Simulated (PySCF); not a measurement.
Compound: C₄H₉NSSi (charge +1 and doublet state).
Z-matrix (Å and degrees, GFN2-xTB geometry), rows numbered from 1:
```
C 
S   1  1.8054
Si  2  2.1901  1  103.76
N   3  1.6942  2  103.74  1  -165.12
C   3  1.9347  2  105.05  1    83.16
C   5  1.4887  3  119.69  2  -144.50
C   6  1.3100  5   63.80  3   111.36
H   1  1.0870  2  108.02  3  -121.00
H   1  1.0848  2  111.92  3     1.61
H   1  1.0879  2  107.25  3   122.34
H   3  1.4598  2  105.34  1   -32.21
H   4  1.0092  3  122.47  2  -166.11
H   4  1.0097  3  122.43  2    40.02
H   5  1.0882  3  110.49  2    69.16
H   6  1.0621  5  144.92  7   179.89
H   7  1.0627  5  145.12  6  -176.47
```

The hyperfine couplings belong to this conformer and change with its torsions.

The species is `C1C(C=1)[Si@H]([S+]C)N` [radical] (charge +1).

Method: PySCF 2.14.0, UKS B3LYP, pcH-1 on C H N S Si, non-relativistic, mean-field spin-orbit, GIAO. Isolated species at its GFN2-xTB geometry (one conformer only). GFN2-xTB frequencies show an imaginary mode (29i cm⁻¹), so this geometry is no minimum at that level. The geometry wasn't refined by DFT: couplings that depend on bond lengths, twists or pyramidal angles can differ widely from those at the functional's own minimum, by a factor of two or more for some ions and for spin on atoms past the first row. The SCF solution wasn't tested for stability.

**Question.** Predict the first-order ENDOR lines of C5, C6, C1, C7, N4, H14, H11, H8/H9/H10, H15 and H16 under fast tumbling at B = 3342.1 mT (W band).

**Answer.** For S = 1/2 in fast tumbling each set of equivalent nuclei gives two lines, ν± = |νn ± a/2| to first order, with νn = g_N μN B/h and μN/h = 7.62259 MHz/T.

```json
{"nuclei": "C5", "isotope": "13C", "g_N": "1.4048", "νn (MHz)": "35.79", "a_iso (MHz)": "35.91", "lower line (MHz)": "17.83", "upper line (MHz)": "53.74"}
{"nuclei": "C6", "isotope": "13C", "g_N": "1.4048", "νn (MHz)": "35.79", "a_iso (MHz)": "10.79", "lower line (MHz)": "30.39", "upper line (MHz)": "41.19"}
{"nuclei": "C1", "isotope": "13C", "g_N": "1.4048", "νn (MHz)": "35.79", "a_iso (MHz)": "-8.05", "lower line (MHz)": "31.76", "upper line (MHz)": "39.81"}
{"nuclei": "C7", "isotope": "13C", "g_N": "1.4048", "νn (MHz)": "35.79", "a_iso (MHz)": "4.62", "lower line (MHz)": "33.48", "upper line (MHz)": "38.10"}
{"nuclei": "N4", "isotope": "14N", "g_N": "0.4038", "νn (MHz)": "10.29", "a_iso (MHz)": "3.86", "lower line (MHz)": "8.36", "upper line (MHz)": "12.21"}
{"nuclei": "H14", "isotope": "1H", "g_N": "5.5857", "νn (MHz)": "142.30", "a_iso (MHz)": "121.30", "lower line (MHz)": "81.65", "upper line (MHz)": "202.95"}
{"nuclei": "H11", "isotope": "1H", "g_N": "5.5857", "νn (MHz)": "142.30", "a_iso (MHz)": "56.70", "lower line (MHz)": "113.95", "upper line (MHz)": "170.65"}
{"nuclei": "H8/H9/H10", "isotope": "1H", "g_N": "5.5857", "νn (MHz)": "142.30", "a_iso (MHz)": "33.50", "lower line (MHz)": "125.55", "upper line (MHz)": "159.05"}
{"nuclei": "H15", "isotope": "1H", "g_N": "5.5857", "νn (MHz)": "142.30", "a_iso (MHz)": "-10.89", "lower line (MHz)": "136.85", "upper line (MHz)": "147.74"}
{"nuclei": "H16", "isotope": "1H", "g_N": "5.5857", "νn (MHz)": "142.30", "a_iso (MHz)": "-7.82", "lower line (MHz)": "138.39", "upper line (MHz)": "146.21"}
```

The rows for 13C, of low natural abundance, apply to labelled samples.

**Question.** Which pairs are centred on the nuclear Larmor frequency, and which on half the coupling?

**Answer.** Centred on νn, since |a| < 2νn: C5, C6, C1, C7, N4, H14, H11, H8/H9/H10, H15 and H16. No pair has |a| > 2νn.

**Question.** At what field would the lower line of C6 fall to zero frequency?

**Answer.** Where νn = |a|/2, that is B = 5.40 MHz/(1.4048 × 7.62259 MHz/T) = 504 mT, as far as first order holds there.

Couplings of abundant isotopes left out: H13 (3.0 MHz) and H12 (-1.1 MHz).

Nuclei that the bonding pattern makes equivalent are averaged, as if the motion that swaps them (rotation, inversion, ring flip) were fast. H12 and H13 aren't averaged: N4 is flat or nearly so (angle sum 355°), and its turn about the short N4–Si3 bond (1.69 Å) is taken as slow. The three 1H nuclei of mean +33.5 MHz run from 3.0 to 61.8 MHz in the frozen geometry.

The largest Mulliken spin populations are on S2 (+0.51), C6 (+0.14), C7 (+0.13) and C5 (+0.11).
